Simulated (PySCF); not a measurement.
In(OH)(SH)2 (H3InOS2), SMILES [SH][In]([OH])[SH].

Coordinates come from a B3LYP-D3(BJ)/def2-SVP optimisation. The structure was generated by enumeration; whether it is a known compound was not checked. The def2 effective core potentials stand for the cores of In; spin–orbit coupling is left out. One conformer was computed; it need not be the lowest.

The numbers are results of PySCF 2.14.0 with TDA-PBE/def2-SVPD, not measurements.

Vertical excitations. Gas-phase values at a fixed geometry. State labels are in the subgroup Cs.

Computed lowest excited states:
```tsv
state	symmetry	energy (eV)	λ (nm)	f	main pairs
S1	A"	3.59	346	0.000	HOMO→LUMO 100 %
S2	A"	3.83	324	0.009	HOMO−1→LUMO 100 %
S3	A"	4.55	272	0.030	HOMO−2→LUMO 99 %
S4	A'	4.77	260	0.013	HOMO→LUMO+1 56 %, HOMO−3→LUMO 35 %
S5	A'	5.01	247	0.012	HOMO−1→LUMO+1 46 %, HOMO−4→LUMO 29 %, HOMO→LUMO+1 13 %, HOMO−3→LUMO 10 %
S6	A"	5.43	228	0.000	HOMO→LUMO+2 98 %
S7	A"	5.65	219	0.005	HOMO−1→LUMO+2 96 %
S8	A'	5.70	218	0.157	HOMO−1→LUMO+1 32 %, HOMO−2→LUMO+1 25 %, HOMO−3→LUMO 18 %, HOMO−5→LUMO 8 %
S9	A"	5.78	215	0.000	HOMO−3→LUMO+1 94 %
S10	A"	5.87	211	0.009	HOMO→LUMO+3 93 %
T1	A"	3.30	376	0	HOMO→LUMO 100 %
T2	A"	3.51	353	0	HOMO−1→LUMO 100 %
T3	A'	4.10	302	0	HOMO−3→LUMO 98 %
T4	A"	4.16	298	0	HOMO−2→LUMO 99 %
```
Triplets are in the Tamm–Dancoff approximation.
